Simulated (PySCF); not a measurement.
Vertical excitations of a molecule C₃H₁₁NSi₂ from PySCF with TDA-LC-ωPBE/def2-SVPD, as energy in eV (oscillator strength): 6.03 (0.022), 6.15 (0.313), 6.52 (0.025), 6.77 (0.031), 6.98 (0.014), 7.16 (0.023). Lowest triplet (TDA): 3.76 eV. Coordinates come from a B3LYP-D3(BJ)/def2-SVP optimisation. Other conformers were not sampled.

Problem. Which structure fits?
A. C[Si@@]1(N)CC[SiH2]1
B. C=CN([SiH3])C[SiH3]
C. C=CC[SiH2][SiH2]N
D. C/C=N\C[SiH2][SiH3]

Solution. B, C=CN([SiH3])C[SiH3]
